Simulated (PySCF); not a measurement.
C2H9FSi2, SMILES [SiH2]([SiH2]CC)F.

Geometry optimised at PBE0-D3(BJ)/def2-SVP. The structure was generated by enumeration, and PubChem lists no compound with its InChIKey, so it may never have been made. One conformer was computed; it need not be the lowest.

Computed with PBE0-D3(BJ)/def2-SVP in PySCF.

Frequencies are harmonic and unscaled.

| mode | ν (cm⁻¹) | IR (km/mol) | Raman (Å⁴/amu) | depolarisation | moving atoms (share of kinetic energy) |
|---|---|---|---|---|---|
| 1 | 38 | 1.7 | 0.1 | 0.73 | F 41 %, Si 21 %, H 19 %, C 18 % |
| 2 | 67 | 1.0 | 0.1 | 0.75 | H 49 %, C 38 %, F 11 % |
| 3 | 92 | 0.6 | 0.6 | 0.69 | Si 40 %, H 28 %, C 21 %, F 10 % |
| 4 | 174 | 5.5 | 0.8 | 0.73 | F 34 %, Si 33 %, H 21 %, C 13 % |
| 5 | 219 | 0.3 | 0.1 | 0.62 | H 92 % |
| 6 | 263 | 4.8 | 2.1 | 0.19 | C 44 %, H 32 %, Si 22 % |
| 7 | 411 | 23.7 | 4.3 | 0.61 | H 76 %, Si 18 % |
| 8 | 427 | 6.5 | 20.7 | 0.25 | Si 69 %, H 26 % |
| 9 | 503 | 7.1 | 4.2 | 0.75 | H 79 %, Si 19 % |
| 10 | 611 | 8.0 | 11.9 | 0.75 | H 83 %, Si 13 % |
| 11 | 673 | 6.7 | 9.9 | 0.16 | C 44 %, Si 34 %, H 22 % |
| 12 | 733 | 25.1 | 18.3 | 0.74 | H 89 % |
| 13 | 771 | 65.9 | 5.4 | 0.71 | H 85 %, C 10 % |
| 14 | 776 | 170.8 | 7.7 | 0.70 | H 87 %, Si 9 % |
| 15 | 846 | 31.8 | 7.9 | 0.74 | F 44 %, H 41 %, Si 14 % |
| 16 | 898 | 281.5 | 12.8 | 0.56 | H 63 %, Si 24 %, F 13 % |
| 17 | 925 | 28.2 | 16.4 | 0.74 | H 86 %, Si 11 % |
| 18 | 950 | 99.7 | 12.7 | 0.74 | H 91 % |
| 19 | 985 | 9.0 | 4.9 | 0.72 | H 78 %, C 21 % |
| 20 | 993 | 8.6 | 3.7 | 0.74 | H 82 %, C 16 % |
| 21 | 1065 | 22.2 | 4.1 | 0.34 | C 67 %, H 32 % |
| 22 | 1250 | 0.9 | 3.7 | 0.75 | H 80 %, C 20 % |
| 23 | 1255 | 1.3 | 5.1 | 0.29 | H 62 %, C 38 % |
| 24 | 1393 | 3.6 | 3.4 | 0.72 | H 81 %, C 19 % |
| 25 | 1431 | 3.1 | 9.2 | 0.73 | H 90 %, C 10 % |
| 26 | 1472 | 3.9 | 12.7 | 0.74 | H 96 % |
| 27 | 1475 | 9.7 | 19.4 | 0.75 | H 97 % |
| 28 | 2201 | 80.0 | 116.7 | 0.30 | H 97 % |
| 29 | 2210 | 63.3 | 135.4 | 0.43 | H 96 % |
| 30 | 2226 | 120.9 | 204.8 | 0.07 | H 97 % |
| 31 | 2236 | 148.7 | 165.6 | 0.35 | H 96 % |
| 32 | 3050 | 32.3 | 151.5 | 0.03 | H 97 % |
| 33 | 3059 | 5.3 | 90.5 | 0.12 | H 94 % |
| 34 | 3111 | 0.8 | 86.2 | 0.75 | H 91 %, C 9 % |
| 35 | 3140 | 15.9 | 130.5 | 0.63 | H 91 %, C 9 % |
| 36 | 3146 | 16.1 | 32.0 | 0.75 | H 91 %, C 9 % |
